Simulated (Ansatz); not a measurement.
`[F][SnH]([F])[SiH3]` and `[F][SnH]([F])[F]` differ in one atom or group.

Ansatz, PBE0-D4/def2-TZVP geometries, multiplicity 1. 

Elements past krypton have def2 core potentials.

| property | `[F][SnH]([F])[SiH3]` |
| --- | --- |
| ideal-gas entropy at 298 K and 1 bar (rigid rotor, harmonic PBE0-D4/def2-TZVP) / J/(mol·K) | 367 |
| LUMO energy (PBE0/def2-TZVPP) / eV | -1.07 |
| HOMO–LUMO gap (PBE/def2-TZVPP) / eV | 5.49 |
| HOMO energy (B3LYP/def2-TZVPP) / eV | -8.52 |
| HOMO energy (ωB97M-V/def2-TZVPP) / eV | -10.76 |
| size of the dipole moment (PBE/def2-TZVPP) / D | 3.90 |

Question: Give the same properties after the change, and the shifts. (Estimate.)

Answer: Ansatz gave: 
| property | `[F][SnH]([F])[F]` | shift |
| --- | --- | --- |
| ideal-gas entropy at 298 K and 1 bar (rigid rotor, harmonic PBE0-D4/def2-TZVP) / J/(mol·K) | 312 | -55 |
| LUMO energy (PBE0/def2-TZVPP) / eV | -2.15 | -1.08 |
| HOMO–LUMO gap (PBE/def2-TZVPP) / eV | 6.13 | 0.64 |
| HOMO energy (B3LYP/def2-TZVPP) / eV | -10.81 | -2.29 |
| HOMO energy (ωB97M-V/def2-TZVPP) / eV | -13.38 | -2.62 |
| size of the dipole moment (PBE/def2-TZVPP) / D | 3.13 | -0.77 |

With PBE0 the HOMO falls by 2.32 eV and the LUMO falls by 1.08 eV, so the gap widens by about 1.24 eV. PBE moves the HOMO by -1.82 eV and ωB97M-V by -2.62 eV. The zero-point energy changes by -59.4 kJ/mol with -9 modes. Dipoles are sizes alone; their direction can turn. Modes under 60 cm⁻¹, often nearly free rotors, make the harmonic entropy too high.

B3LYP here is the variant with VWN-RPA as its local correlation; programs differ in this.
